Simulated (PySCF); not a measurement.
A GIAO shielding run with PySCF (density fitting, non-relativistic, gas phase) on SMILES CO[C@@H]1[C@H]([SiH3])[C@@H]1CO, C5H12O2Si:

```
$ OMP_NUM_THREADS=1 python probes_run.py task.json out

{"job": {"kind": "nmr", "xc": "PBE0", "basis": "pcSseg-1"}, "charge": 0, "multiplicity": 1}
C      0.355386    -1.234364    -2.073045
O      0.701556    -0.202807    -1.180111
C      0.851117    -0.645977     0.135003
C     -0.332530    -0.673486     1.068168
Si    -2.069957    -0.257173     0.466285
C      0.742523     0.375205     1.223422
C      0.507535     1.819274     0.831843
O      1.588232     2.348503     0.104750
H     -0.601779    -1.692181    -1.799893
H      1.128915    -2.011644    -2.089382
H      0.277532    -0.778859    -3.058299
H      1.598933    -1.434934     0.231589
H     -0.295397    -1.462890     1.811704
H     -2.090749     0.340784    -0.867086
H     -2.692239     0.653760     1.428331
H     -2.798641    -1.531193     0.421946
H      1.435056     0.259925     2.050432
H     -0.419108     1.898791     0.247406
H      0.410156     2.443495     1.723820
H      1.698310     1.796449    -0.679918
```

Hardware: 1 thread of an Arm Neoverse N1, shared host. The job also computes population analyses, field gradients, ring-centre shieldings.

**Question.** How large is the calculation?

**Answer.** 72 electrons, 203 basis functions and 1074 auxiliary functions.

**Question.** How long does it take, and how much memory does it need?

**Answer.** 60 s of wall time, with 14 SCF cycles and 4 response iterations; peak memory 0.93 GiB. Times on a shared host scatter by some tens of per cent.
